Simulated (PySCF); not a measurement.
# Calcium: a sound run and one with changed settings

Sound run: Ca [Ar] 4s2, Ca+ [Ar] 4s1. Computed with PySCF 2.14 in pcseg-2, with the non-relativistic Hamiltonian (point nucleus). In the sound run the correlated levels freeze [Ar]. The sound run starts from symmetry-adapted Hartree-Fock orbitals and uses a fine grid where one is needed.

A second run was set up differently.

| species | method | sound run (hartree) | changed run (hartree) | converged |
| --- | --- | --- | --- | --- |
| Ca | UHF | -676.74397 | -676.74397 | yes |
| Ca | BP86 | -677.63759 | -677.63759 | yes |
| Ca | LDA | -675.73633 | -675.73633 | yes |
| Ca | MP2 | -676.76231 | -676.75765 | yes |
| Ca | CCSD(T) | -676.77173 | -676.77173 | yes |
| Ca+ | UHF | -676.55577 | -676.55577 | yes |
| Ca+ | BP86 | -677.41045 | -677.41045 | yes |
| Ca+ | LDA | -675.50810 | -675.50810 | yes |

Ionisation energy of Ca:

```
 method  sound run (eV)  changed run (eV)
    UHF           5.121             5.121
   BP86           6.181             6.181
    LDA           6.210             6.210
    MP2           5.620             5.493
SCS-MP2           5.720             5.568
   CCSD           5.877             5.877
CCSD(T)           5.877             5.877
  CCSDT           5.877             5.877
    FCI           5.877             5.877
```

Problem. What was changed?
A. angular grid far too coarse
B. minimal basis
C. a valence shell is frozen
D. level shift left on

Solution. D. It used initial guess atom, at most 50 SCF cycles, level shift 0.1 hartree. A level shift leaves the converged SCF energy unchanged but raises the virtual orbital energies, which shrinks MP2 if it is not removed.
